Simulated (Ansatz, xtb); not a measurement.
Relaxing a trial structure of C2H4BF+

The starting geometry of this gas-phase doublet was built from a drawn formula by distance geometry; its bonds are those of `[BH+][C@H]([CH2])F`.

```xyz
8

C    -1.0977   -0.6276    1.4247
C     0.1227    0.1787    1.7672
B    -2.3421    0.2342    2.1193
F    -1.1949   -0.8617    0.1434
H    -3.2612    0.6674    2.3124
H    -1.0138   -1.6307    1.9458
H     0.6881   -0.0112    2.6196
H     0.1578    1.1588    1.3424
```

Problem. Predict what it relaxes into with r2SCAN-D4/def2-SVP.

Solution. A new bond forms, giving a structure given below by its coordinates. Distances that change by over a tenth: C1–B3 (1.67 → 1.90 Å), B3–H5 (1.03 → 1.19 Å). Contacts that close: C2–B3 (2.49 → 1.50 Å).

The energy falls by 2.31 eV over 16 steps:

| step | E − E(last) (eV) |
| --- | --- |
| 1 | 2.305 |
| 3 | 0.977 |
| 4 | 0.796 |
| 6 | 0.496 |
| 8 | 0.185 |
| 9 | 0.071 |
| 11 | 0.007 |
| 13 | 0.000 |
| 14 | 0.000 |
| 16 | 0.000 |

Final geometry (Å):

```xyz
8

C    -0.9280   -0.8930    1.3013
C    -0.3516    0.3268    1.8935
B    -1.8060    0.5301    2.2118
F    -1.2365   -0.8810    0.0366
H    -2.9591    0.6905    2.4456
H    -1.0226   -1.8653    1.8049
H     0.2684    0.1466    2.7919
H     0.0942    1.0534    1.1891
```

From the same start GFN2-xTB reaches the same bonding as this run.

The end wasn't checked by frequencies. Open shells are spin-unrestricted. Run with Ansatz 0.2.0, 3.2 min on 1 thread of AMD EPYC (Zen 3), with other jobs on the host.
